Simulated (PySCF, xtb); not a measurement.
Al(F)(OH)2 (AlFH₂O₂), SMILES [OH][Al]([OH])[F]. The values are those of a single conformer.

Harmonic wavenumbers (cm⁻¹) from GFN2-xTB run with xtb at its own minimum, in rising order: 192, 206, 296, 335, 363, 380, 420, 660, 873, 948, 3758, 3761.

Question: What does TPSSh-D3(BJ)/def2-SVP in PySCF give at its own minimum? (An estimate is asked for; the answer gives what the named calculation found.)

Answer: 223, 239, 283, 324, 342, 581, 591, 700, 948, 972, 3889, 3893. Paired by order, the mean absolute difference is 74 cm⁻¹ and the zero-point energies are 17.4 and 18.6 kcal/mol.
